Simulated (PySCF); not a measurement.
**`[H]/N=C1/C[C@@H](F)C[C@H]1C#N`, C₆H₇FN₂**

Geometry:
```csv
atom,x (Å),y (Å),z (Å)
N1,1.579,2.242,1.865
C2,0.960,1.713,1.062
C3,0.208,1.015,0.053
C4,-1.104,0.425,0.583
C5,-1.317,-0.824,-0.276
F6,-2.124,-1.731,0.367
C7,0.087,-1.384,-0.497
C8,0.993,-0.190,-0.497
N9,2.170,-0.237,-0.907
H10,0.024,1.705,-0.780
H11,-1.936,1.125,0.522
H12,-0.988,0.115,1.624
H13,-1.819,-0.588,-1.223
H14,0.195,-1.969,-1.408
H15,0.350,-2.028,0.346
H16,2.714,0.619,-0.847
```

Computed, not measured: PySCF, TDDFT PBE0/def2-SVPD circular dichroism and optical rotation, one conformer, gas phase. Geometry: GFN2-xTB.

The molecule is flexible and this is one conformer; a measurement averages over conformers.

Stereocentres: C3 R, C5 S.

What is the specific rotation at 633, 589.3, 546, 436, 405, 365, 355 nm?

[α] in deg dm⁻¹ (g/mL)⁻¹:
| λ (nm) | origin-invariant length gauge | modified velocity gauge | length gauge (centre of mass) | isotropic polarisability (au) |
| --- | --- | --- | --- | --- |
| 633 | -181.9 | -170.1 | -182.5 | 78.8 |
| 589.3 | -214.4 | -200.5 | -215.1 | 79.0 |
| 546 | -256.7 | -239.8 | -257.4 | 79.3 |
| 436 | -452.3 | -421.6 | -453.5 | 80.6 |
| 405 | -554.3 | -516.0 | -555.7 | 81.2 |
| 365 | -756.3 | -702.2 | -758.0 | 82.2 |
| 355 | -827.0 | -767.1 | -828.9 | 82.6 |

And for the mirror image at 589.3 nm?

+214.4 deg dm⁻¹ (g/mL)⁻¹ (origin-invariant length gauge): the same size and the opposite sign.

What is the molar rotation [Φ] = [α]·M/100 of the geometry above at 589.3 nm?

With M = 126.13 g/mol, -270.5 deg cm² dmol⁻¹ (origin-invariant length gauge).

The first excitation lies at 5.03 eV (247 nm) with R = -4.8 × 10⁻⁴⁰ esu² cm² (velocity form).
